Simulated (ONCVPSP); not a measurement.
Zn, ONCV: configuration errors across variants

ONCVPSP 4.0.1 input, shortened (lines: element, Z, core and valence counts, functional; n l f; lmax; l rc ep ncon nbas qcut; lloc lpopt rc5 dvloc0; l nproj debl; icmod fcfact rcfact), PBEsol, scalar-relativistic:

```
  Zn 30.00    3    4  -116133      upf
    1    0    2.00
    2    0    2.00
    2    1    6.00
    3    0    2.00
    3    1    6.00
    3    2   10.00
    4    0    2.00
    2
    0    1.35    0.00    4    8    7.60
    1    1.00    0.00    4    7   13.40
    2    1.20    0.00    4    8   15.10
    4    5    0.85    0.00
    0    2    1.10
    1    1    3.50
    2    2    3.50
    3    2.00    1.25
```

All-electron excitation energies from the reference (eV): (1) 3s2 3p6 3d10 4s1 9.900; (2) 3s2 3p6 3d10 4s0 28.249; (3) 3s2 3p6 3d9 4s0 68.758; (4) 3s1 3p6 3d10 4s2 137.746.

Errors AE − PS in meV (a dash: test not solved or not reliable):

| change | (1) | (2) | (3) | (4) | bound ghosts | GHOST(+) flags above zero |
| --- | --- | --- | --- | --- | --- | --- |
| base | -0.2 | +1.3 | -6.0 | -405 | none | none |
| local potential polynomial inside 0.85 bohr (lpopt 5, dvloc0 -2.5 Ha) | -0.2 | +1.3 | -5.2 | -400 | none | none |
| local potential polynomial inside 0.85 bohr (lpopt 5, dvloc0 -0.5 Ha) | -0.2 | +1.3 | -5.6 | -403 | none | none |
| local potential polynomial inside 0.85 bohr (lpopt 5, dvloc0 1.5 Ha) | -0.2 | +1.3 | -5.1 | -400 | none | none |
| local potential polynomial inside 0.85 bohr (lpopt 5, dvloc0 3 Ha) | -0.2 | +1.3 | -5.4 | -403 | none | none |
| local potential polynomial inside 0.85 bohr (lpopt 5, dvloc0 5 Ha) | -0.2 | +1.3 | -5.7 | -403 | none | none |
| local potential polynomial inside 0.85 bohr (lpopt 5, dvloc0 7 Ha) | -0.2 | +1.1 | -6.8 | -408 | none | none |

**Question.** Give the same row for: local potential polynomial inside 0.85 bohr (lpopt 5, dvloc0 9 Ha).

**Answer.** -0.2, +1.3, -5.7, -405; bound ghosts: none; GHOST(+) flags above zero: none.
